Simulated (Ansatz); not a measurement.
Input and output for Si6W⁺.

```yaml
crystal:
  periodic: [false, false, false]
  atoms:
    - {symbol: W, position_ang: [-0.178753, -0.029439, -1.804643]}
    - {symbol: Si, position_ang: [0.377840, -1.367097, 2.040444]}
    - {symbol: Si, position_ang: [-1.806468, 1.189623, -0.540483]}
    - {symbol: Si, position_ang: [-0.069496, 0.811418, 1.110330]}
    - {symbol: Si, position_ang: [1.432511, -0.854075, -0.110218]}
    - {symbol: Si, position_ang: [-1.021434, -1.350326, 0.042801]}
    - {symbol: Si, position_ang: [1.265810, 1.599896, -0.738231]}
basis:
  gaussian: {orbitals: def2-SVPD}
total_charge: 1
magnetization: {spin_polarized: true, initial_magnetization: 1}
hamiltonian: {xc: {name: SVWN5}}
accuracy: high
scf: {omitted_lower_state_checks: [starts]}
output: {forces: true}
```

```sh
$ ansatz run in.yaml --threads 4 --pin off --events-out ev --progress --plain --max-ram 4787MiB
```

It prints (some lines left out):

```
Functional definition: SVWN5
3306 factors; integrals over basis functions are off by at most 3.4e-9 eV
mean field evaluation 1: about -48850.5579 eV, gradient 7.4e1 eV
mean field evaluation 2: about -48565.2220 eV, gradient 1.7e2 eV
mean field evaluation 4: about -48873.2510 eV, gradient 3.4e1 eV
mean field evaluation 8: about -48879.7257 eV, gradient 4.8e0 eV
mean field evaluation 16: about -48879.8389 eV, gradient 1.1e-2 eV
mean field evaluation 32: about -48879.8389 eV, gradient 1.6e-6 eV
mean field -48879.83893224 eV, -1796.3009488148 hartree, gradient 8.5e-8 eV, S^2 0.755909; 0 other end points of the search recorded, 0 dependent functions left out
reference -48879.83893668 eV, -1796.3009489781 hartree; 49, 48 occupied and 130, 131 virtual orbitals, 3306 factors
Total energy: -48879.83893668 eV, -1796.3009489781 hartree
Atom 0 at    -0.178753    -0.029439    -1.804643 Å, force     0.026754     0.160633     0.664998 eV/Å
Atom 1 at     0.377840    -1.367097     2.040444 Å, force    -0.021292     0.072631    -0.187348 eV/Å
Atom 2 at    -1.806468     1.189623    -0.540483 Å, force     0.335817    -0.215459    -0.123410 eV/Å
Atom 3 at    -0.069496     0.811418     1.110330 Å, force     0.005452    -0.092865    -0.116323 eV/Å
Atom 4 at     1.432511    -0.854075    -0.110218 Å, force    -0.253266     0.121873    -0.062289 eV/Å
Atom 5 at    -1.021434    -1.350326     0.042801 Å, force     0.183648     0.241565    -0.106396 eV/Å
Atom 6 at     1.265810     1.599896    -0.738231 Å, force    -0.277113    -0.288379    -0.069233 eV/Å
Dipole moment:    -0.010414    -0.013055     0.091345 e Å
Checks for a lower state left out: starts
```

Run time 12 s (4 threads of Arm Neoverse V2 on a shared host), peak host memory 0.97 GiB.

In the def2 sets W takes a core potential; there is no spin–orbit coupling.

The dipole of an ion depends on the origin.
